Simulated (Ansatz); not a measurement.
`CC(C)=CF` + `C[NH][InH][OH]` → `C[N](C)[InH][OH]` + `C/C=C\F`  (substitution at a C–C bond)

Isolated molecules relaxed with PBE0-D4/def2-TZVP in Ansatz; ΔE leaves out vibrations. CBS: MP2 limit from def2 TZ/QZ plus the TZ coupled-cluster correction, frozen cores. DFT in def2-TZVPP. B3LYP here is the variant with VWN-RPA as its local correlation; programs differ in this. def2 core potentials past Kr. For In outer-core shells are correlated without core-valence functions, which leaves a few kJ/mol of doubt a bond. Each species was taken in one conformer, which may not be the lowest.

```json
{"level": "PBE0-D4", "ΔE (kJ/mol)": "37.5"}
{"level": "B3LYP-D4", "ΔE (kJ/mol)": "34.3"}
{"level": "ωB97M-V", "ΔE (kJ/mol)": "38.2"}
{"level": "SCS-MP2/def2-TZVPP", "ΔE (kJ/mol)": "35.1"}
{"level": "CCSD/def2-TZVPP", "ΔE (kJ/mol)": "36.2"}
{"level": "HF/def2-QZVPP", "ΔE (kJ/mol)": "39.3"}
{"level": "MP2/def2-QZVPP", "ΔE (kJ/mol)": "36.2"}
{"level": "CCSD/CBS(def2)", "ΔE (kJ/mol)": "36.6"}
```

Q: What does CCSD(T)/CBS give? (Estimate.)

A: The calculation gave: +35.7 kJ/mol. The listed levels differ from it by 1.8, -1.4, 2.5, -0.6, 0.5, 3.6, 0.5, 0.9 kJ/mol.

Largest T1 diagnostic among the species: 0.016.

In def2-TZVPP, CCSD(T) changes the Hartree–Fock value by −4.3 kJ/mol (the triples alone add −1.0 kJ/mol) and MP2 by −3.5 kJ/mol.
